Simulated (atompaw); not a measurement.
# molybdenum: one change to a PAW (atompaw) potential, before and after

atompaw 4.2.0.5 input, output lines left out:

```
Mo 42
GGA-PBESOL scalarrelativistic loggrid 1500 logderivrange -7 5 301
5 5 4 0 0 0
5 0 1
5 1 0
4 2 5
0 0 0
c
c
c
v
v
c
c
v
v
c
v
2
2.10 1.80 1.70 1.45
n
n
y
2
n
custom polynom gramschmidtortho besselshape
3 0 troulliermartins
1.30
2.10
1.60
2.00
2.10
2.10
```

Change: local potential troulliermartins scheme with l = 3 at 0 Ry, radius 1.04 bohr.

Cutoffs: the cutoffs (Ry, on a coarse ladder) from which the occupation-weighted sum of valence levels, in a spherical-Bessel basis at the reference potential, stays within 10 and 1 mRy of its value at 400 Ry; they do not see the model core or the augmentation charge, which bear on the density cutoff.

**Question.** What does the change do?

**Answer.** The potential gets softer (35 Ry and 60 Ry → 35 Ry and 50 Ry); a bound ghost appears in s, which as a rule spoils a file; the range in which the s phases agree widens (upper end 1.3 → at the end of the scan). A state that the projectors do not describe sees the local part alone, so a deeper or shallower local part can create or remove a ghost.

```csv
quantity,base,changed
"cutoff, loose",35 Ry,35 Ry
"cutoff, tight",60 Ry,50 Ry
loose cutoff by channel (10 mRy a level),"s 30 Ry, p 25 Ry, d 18 Ry","s 25 Ry, p 25 Ry, d 18 Ry"
bound ghosts,none,s
s: phases at 2.11 bohr within 0.05 rad from the reference energy up to (Ry; the scan ends near 5),1.3,to the end of the scan
p: phases at 2.11 bohr within 0.05 rad from the reference energy up to (Ry; the scan ends near 5),2.2,1.4
d: phases at 2.11 bohr within 0.05 rad from the reference energy up to (Ry; the scan ends near 5),to the end of the scan,5.0
lowest overlap eigenvalue by channel,"s 0.74, p 0.70, d 0.91","s 0.66, p 0.62, d 0.90"
```

 A true bound ghost makes a file unfit for plane-wave use even where its test errors are small: the radial tests pick states by their node count and pass the ghost by. The cutoffs see the waves, projectors and local potential, not the compensation charge or the core.
